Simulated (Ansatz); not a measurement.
Consider the ligand exchange at a Ge–S bond: `C=C[S][GeH3]` + `O[SiH](F)F` → `F[SiH](F)[O][GeH3]` + `C=CS`.

Computed with Ansatz on PBE0-D4/def2-TZVP structures; ΔE is electronic, products minus reactants. CCSD(T)/CBS is the MP2 limit (def2-TZVPP, def2-QZVPP) plus CCSD(T) − MP2 in def2-TZVPP, frozen cores. This one scheme is used for every species. Functionals use def2-TZVPP. For Ge outer-core shells are correlated without core-valence functions, which leaves a few kJ/mol of doubt a bond. Scalar relativity is left out up to krypton. Each species was taken in one conformer, which may not be the lowest.

| level | ΔE (kJ/mol) |
| --- | --- |
| r2SCANh-D4 | 5.9 |
| HF/CBS(def2) | -16.3 |

Task: What does CCSD(T)/CBS give? (Best estimate.)

Result: Computed: +5.0 kJ/mol. The listed levels differ from it by 0.9, -21.3 kJ/mol.

Largest T1 diagnostic among the species: 0.012.

At CCSD(T), def2-SVP lies −13.3 kJ/mol from the extrapolated value and def2-TZVPP −3.8 kJ/mol. From BLYP to BHLYP (50 % exact exchange), in def2-TZVPP and without D4, ΔE moves by −4.8 kJ/mol.

CCSD(T)/CBS has its own doubt, a few kJ/mol and more with outer-core shells, so smaller differences from it don't rank the levels.
